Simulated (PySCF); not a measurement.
HLiO, triplet, geometry from GFN2-xTB (such geometries of metal compounds can be far from the true shape) (a higher spin typed on purpose: for a closed-shell molecule this is an excited state). Base run: PBE0/6-31G* run with PySCF.

The PySCF input:
```python
from pyscf import gto, scf, dft, solvent

mol = gto.M(
    atom='''
Li   -0.000000   -0.000000   -1.628203
O     0.000000    0.000000    0.435993
H     0.000000    0.000000    1.396669
''',
    basis='6-31g*',
    charge=0,
    spin=2,
    verbose=4,
)

mf = dft.UKS(mol)
mf.xc = 'pbe0'
mf.kernel()
```

Each row names what was changed in the base input (with any setting that the change needs).

```csv
change,ΔE vs base (kcal/mol),dipole (D)
base,0.000,4.71
model = IEF-PCM; solvent = dichloromethane,-6.29,6.84
model = IEF-PCM; solvent = methanol; lebedev_order = 11,-7.11,7.05
model = IEF-PCM; solvent = methanol; r_probe = 0.5,-4.88,6.84
model = IEF-PCM; solvent = methanol; lebedev_order = 41,-7.36,7.11
model = ddCOSMO; solvent = methanol,-8.26,5.82
model = IEF-PCM; solvent = methanol,-7.34,7.11
model = SS(V)PE; solvent = methanol,-7.22,7.09
model = IEF-PCM; solvent = methanol; vdw_scale = 1.0,-9.67,7.08
model = C-PCM; solvent = methanol,-7.44,7.14
model = IEF-PCM; solvent = methanol; vdw_scale = 1.1,-8.26,7.11
model = IEF-PCM; solvent = dimethylsulfoxide,-7.47,7.14
```

The base is the gas phase, so ΔE is the electrostatic part of solvation at a fixed geometry, without cavity and dispersion terms.

Open shells are given as the SCF converged; they aren't shown to be the lowest states, and a large step between rows can be another state.
